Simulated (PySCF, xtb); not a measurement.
ClFH4SSi2, SMILES Cl[SiH2]S[SiH2]F.

GFN2-xTB (xtb 6.7.1) at its own geometry gives an orbital gap of 4.53 eV and a dipole moment of 2.81 D.

Coordinates come from a PBE-D3(BJ)/def2-SVP optimisation. The structure was generated by enumeration, and PubChem lists no compound with its InChIKey, so it may never have been made. Other conformers were not sampled.

What does PySCF with PBE0/def2-TZVP give? (An estimate is asked for; the answer gives what the named calculation found.)

gap 7.60 eV (levels -8.24 and -0.64 eV), dipole 0.25 D.
